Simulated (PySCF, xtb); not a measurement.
C2H6BNO, SMILES NB1CCO1.

xtb with GFN2-xTB at its own geometry gives an orbital gap of 6.80 eV and a dipole moment of 1.83 D.

The structure is a stationary point at B3LYP-D3(BJ)/def2-SVP. This is a generated structure with no PubChem entry under its InChIKey; it may be hypothetical. Other conformers were not sampled.

### Question
What does PySCF with PBE/def2-TZVP give? (Estimate from the structure and the level; the computed values follow.)

### Answer
gap 6.27 eV (levels -6.06 and 0.21 eV), dipole 1.63 D.
